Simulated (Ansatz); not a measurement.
The cluster Cu₃F₄⁻. Charge -1, multiplicity 3. Geometry r2SCAN-D4/def2-SVP, that of the neutral doublet; atoms count from 1.

Cartesian coordinates in Å:
```
Cu -0.058 -0.245 -1.470
Cu -0.048 -1.119 0.896
Cu -0.213 1.330 0.494
F -0.726 0.280 2.003
F 1.416 0.142 0.286
F -0.307 1.626 -1.403
F -0.065 -2.013 -0.806
```

The highest occupied level of the charge -1 triplet lies above zero (up to 0.34 eV). By energy differences its removal costs 0.99 eV (vertical, to the charge 0 doublet, at PBE0-D4/def2-TZVPD); a positive level beside a positive removal energy at the same level points to self-interaction error. At PBE0-D4/def2-TZVPD a singlet of charge -1 lies 2.20 eV below the triplet at the same geometry. Another isomer (doublet) lies 0.03 eV lower at PBE0-D4/def2-TZVP.

Q: Estimate the Mulliken populations from the PBE0/def2-TZVPD orbitals of Ansatz.

A: 
```
atom  charge (e)  spin (α − β)  d electrons
 Cu1        0.26          0.28         9.80
 Cu2        0.44          0.20         9.83
 Cu3        0.33          1.69         9.22
  F4       -0.49         -0.05            –
  F5       -0.52          0.01            –
  F6       -0.43         -0.08            –
  F7       -0.59         -0.03            –
```
Mulliken values and Mayer orders depend strongly on the basis. With diffuse functions, as here, like atoms can get unlike values, and bond orders can come out too low or too high.

Q: Where does the spin sit?

A: Summed by element: Cu 2.16, F -0.16, of 2 unpaired in all. Largest on single atoms: Cu3 1.69, Cu1 0.28, Cu2 0.20.

Q: And the Mayer bond orders between bonded heavy atoms (over 0.3)?

A: Cu1–Cu3 0.58 (2.52 Å); Cu2–Cu3 0.44 (2.49 Å).
